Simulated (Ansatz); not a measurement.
The cluster Ge₄O₅, relaxed as a singlet with RKS PBE-D4/def2-SVP in Ansatz, starting from the GFN2-xTB geometry. Force threshold 0.02 eV/Å.

The structure comes from a short search, and lower isomers may exist.

Start:

Cartesian coordinates in Å:
```
Ge 1.7262 -1.4248 -1.1263
Ge 1.4398 2.0714 -0.9217
Ge -1.9899 1.4135 -0.5732
Ge -0.6737 -1.1330 1.2541
O -1.7193 -0.0325 0.4641
O -0.3561 2.0447 -0.8460
O 1.8596 0.3422 -1.1665
O 0.4841 -1.7235 0.1407
O -0.7706 -1.5580 2.7747
```

```json
{"step": "1", "energy (eV)": "-236232.4698", "largest force component (eV/Å)": "3.500", "SCF passes": "24"}
{"step": "2", "energy (eV)": "-236232.7248", "largest force component (eV/Å)": "1.294", "SCF passes": "27"}
{"step": "3", "energy (eV)": "-236232.7602", "largest force component (eV/Å)": "0.786", "SCF passes": "28"}
{"step": "4 (rejected)", "energy (eV)": "-236232.7410", "largest force component (eV/Å)": "1.349", "SCF passes": "28"}
{"step": "5", "energy (eV)": "-236232.8021", "largest force component (eV/Å)": "0.385", "SCF passes": "23"}
{"step": "6", "energy (eV)": "-236232.8223", "largest force component (eV/Å)": "0.086", "SCF passes": "23"}
{"step": "7", "energy (eV)": "-236232.8391", "largest force component (eV/Å)": "0.163", "SCF passes": "22"}
{"step": "8", "energy (eV)": "-236232.8601", "largest force component (eV/Å)": "0.282", "SCF passes": "22"}
{"step": "9", "energy (eV)": "-236232.8837", "largest force component (eV/Å)": "0.417", "SCF passes": "22"}
{"step": "10", "energy (eV)": "-236232.9079", "largest force component (eV/Å)": "0.383", "SCF passes": "22"}
{"step": "11", "energy (eV)": "-236232.9480", "largest force component (eV/Å)": "0.388", "SCF passes": "23"}
{"step": "13", "energy (eV)": "-236233.0557", "largest force component (eV/Å)": "0.348", "SCF passes": "29"}
{"step": "15", "energy (eV)": "-236233.3214", "largest force component (eV/Å)": "0.568", "SCF passes": "29"}
{"step": "17", "energy (eV)": "-236233.7531", "largest force component (eV/Å)": "1.799", "SCF passes": "29"}
{"step": "19", "energy (eV)": "-236234.0700", "largest force component (eV/Å)": "1.433", "SCF passes": "28"}
{"step": "21 (rejected)", "energy (eV)": "-236234.1279", "largest force component (eV/Å)": "0.687", "SCF passes": "28"}
{"step": "23", "energy (eV)": "-236234.1946", "largest force component (eV/Å)": "0.070", "SCF passes": "23"}
{"step": "25", "energy (eV)": "-236234.2237", "largest force component (eV/Å)": "0.568", "SCF passes": "28"}
{"step": "27", "energy (eV)": "-236234.3581", "largest force component (eV/Å)": "0.351", "SCF passes": "28"}
{"step": "29", "energy (eV)": "-236234.4336", "largest force component (eV/Å)": "0.215", "SCF passes": "28"}
{"step": "31 (rejected)", "energy (eV)": "-236234.4403", "largest force component (eV/Å)": "0.383", "SCF passes": "27"}
{"step": "33", "energy (eV)": "-236234.4473", "largest force component (eV/Å)": "0.019", "SCF passes": "22"}
{"step": "35", "energy (eV)": "-236234.4513", "largest force component (eV/Å)": "0.107", "SCF passes": "22"}
{"step": "37", "energy (eV)": "-236234.4538", "largest force component (eV/Å)": "0.085", "SCF passes": "23"}
{"step": "39", "energy (eV)": "-236234.4555", "largest force component (eV/Å)": "0.060", "SCF passes": "21"}
{"step": "41", "energy (eV)": "-236234.4565", "largest force component (eV/Å)": "0.014", "SCF passes": "21"}
{"step": "42", "energy (eV)": "-236234.4566", "largest force component (eV/Å)": "0.018", "SCF passes": "20"}
```

Force components are those of the run's own axes.

End:

```
atom   x (Å)   y (Å)   z (Å)
 Ge1   1.427  -2.828  -0.914
 Ge2   0.408   2.213   1.609
 Ge3  -2.278   1.516  -0.413
 Ge4   0.276  -0.558  -0.176
  O5  -1.306   0.003  -0.757
  O6  -1.193   2.391   0.759
  O7   1.407  -1.067  -1.504
  O8   0.270  -2.272   0.429
  O9   0.990   0.600   0.966
```

Bonds lost: Ge2–O7 (atoms count from 1). Bonds formed: Ge1–Ge4, Ge2–O9, Ge4–O7 (atoms count from 1).

The force fell under the threshold at step 33, but the optimiser went on and released 0.009 eV more. No frequencies were taken in this run, so the end may be a saddle point.

It took 2 min on 4 threads of Arm Neoverse V2 on a shared host.
